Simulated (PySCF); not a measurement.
Precursor series Zn CH3-Br. All species are isolated molecules in the gas phase. One relaxed conformer stands for each flexible species; it need not be the lowest.

The charge on the central atom (Mulliken) from two functionals at the same geometries (PBE-D3(BJ)/def2-SVP), both in PySCF: PBE-D3(BJ)/def2-TZVP and B3LYP-D3(BJ)/def2-TZVP. B3LYP has the VWN-RPA correlation part, as in Gaussian. 

| species | PBE-D3(BJ)/def2-TZVP (e) |
|---|---|
| 0 of 2 CH3 replaced by Br | 0.31 |
| 1 of 2 CH3 replaced by Br ([Zn(CH3)(Br)]) | 0.35 |
| 2 of 2 CH3 replaced by Br ([Zn(Br)2]) | 0.46 |

**Question.** What does B3LYP-D3(BJ)/def2-TZVP give for each?

**Answer.** 
- 0 of 2 CH3 replaced by Br: 0.39
- 1 of 2 CH3 replaced by Br ([Zn(CH3)(Br)]): 0.42
- 2 of 2 CH3 replaced by Br ([Zn(Br)2]): 0.51
Over these rows, drawn at random from the members with no instability flagged (it was tested for open shells, ions and some series alone), PBE minus B3LYP-D3(BJ): mean -0.07 e, from -0.08 e to -0.05 e.
